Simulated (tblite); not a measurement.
P30H14 (flake blue phosphorene) at step 1 of a GFN2-xTB optimisation (tblite, gas phase), coordinates in Å:

```
  1 P    -1.6318    0.9422   -0.6020
  2 P    -3.2778    1.8924    0.5930
  3 P    -4.8955    0.9374   -0.6065
  4 P    -4.9124   -0.9394    0.5941
  5 P    -3.2728   -1.8906   -0.5978
  6 P    -1.6389   -0.9450    0.5985
  7 P     3.2722    3.7835   -0.6012
  8 P     1.6393    4.7146    0.6072
  9 P     0.0025    3.7801   -0.5983
 10 P    -0.0020    1.8874    0.6016
 11 P     1.6337    0.9431   -0.6019
 12 P     3.2689    1.8873    0.6000
 13 P     4.9086    0.9425   -0.5941
 14 P     1.6372   -0.9445    0.5982
 15 P     3.2737   -1.8871   -0.5983
 16 P     4.8984   -0.9398    0.6112
 17 P    -6.5376   -1.8954   -0.6047
 18 P    -6.5376   -3.7770    0.6040
 19 P    -4.9114   -4.7118   -0.6035
 20 P    -3.2699   -3.7822    0.6016
 21 P    -0.0025   -1.8858   -0.5991
 22 P    -0.0011   -3.7808    0.5991
 23 P     1.6410   -4.7097   -0.6006
 24 P     3.2599   -3.7794    0.6043
 25 P    -1.6383    4.7142    0.6063
 26 P    -3.2683    3.7756   -0.6034
 27 P     6.5374    3.7757   -0.6048
 28 P     4.9106    4.7123    0.6070
 29 P     6.5389    1.8962    0.6029
 30 P    -1.6353   -4.7125   -0.6036
 31 H    -5.9197    1.5303    0.1478
 32 H     1.6343    5.8960   -0.1489
 33 H     5.9213   -1.5301   -0.1501
 34 H    -7.5573   -1.3054    0.1525
 35 H    -7.5584   -4.3631   -0.1522
 36 H    -4.9083   -5.8933    0.1463
 37 H     1.6352   -5.8952    0.1451
 38 H     4.2872   -4.3620   -0.1512
 39 H    -1.6352    5.8912   -0.1495
 40 H    -4.2917    4.3669    0.1501
 41 H     7.5589    4.3615    0.1523
 42 H     4.9143    5.8900   -0.1458
 43 H     7.5631    1.3047   -0.1519
 44 H    -1.6339   -5.8963    0.1477
```

Task: What are the forces on the atoms (eV/Å)?

Result: 
```
  1 P    -0.01   -0.02    0.82
  2 P    -0.08    0.02   -0.86
  3 P     0.38   -0.21    0.49
  4 P    -0.12    0.07   -0.84
  5 P     0.05    0.02    0.79
  6 P     0.05    0.04   -0.76
  7 P    -0.03    0.15    0.96
  8 P    -0.02   -0.52   -0.58
  9 P     0.00    0.18    0.96
 10 P     0.06   -0.06   -0.83
 11 P    -0.03    0.00    0.82
 12 P    -0.06    0.01   -0.84
 13 P     0.15   -0.14    0.89
 14 P    -0.08    0.07   -0.79
 15 P     0.18   -0.12    0.93
 16 P    -0.41    0.23   -0.61
 17 P     0.34   -0.37    0.60
 18 P     0.44    0.30   -0.63
 19 P    -0.09    0.49    0.59
 20 P     0.01   -0.18   -0.92
 21 P    -0.01    0.02    0.80
 22 P    -0.01   -0.14   -0.89
 23 P     0.06    0.46    0.51
 24 P    -0.41    0.22   -0.57
 25 P    -0.13   -0.55   -0.62
 26 P     0.52   -0.08    0.58
 27 P    -0.43   -0.27    0.67
 28 P     0.13   -0.53   -0.61
 29 P    -0.33    0.34   -0.62
 30 P     0.00    0.51    0.53
 31 H     0.01   -0.01    0.07
 32 H     0.00   -0.01   -0.08
 33 H    -0.04    0.02   -0.05
 34 H     0.02    0.01    0.07
 35 H     0.01    0.00   -0.09
 36 H     0.01    0.00    0.09
 37 H    -0.01    0.01    0.09
 38 H    -0.03    0.01   -0.07
 39 H     0.01    0.01   -0.09
 40 H     0.02   -0.03    0.08
 41 H    -0.02   -0.01    0.07
 42 H    -0.02    0.03   -0.09
 43 H    -0.06    0.01   -0.06
 44 H     0.00    0.00    0.09
```
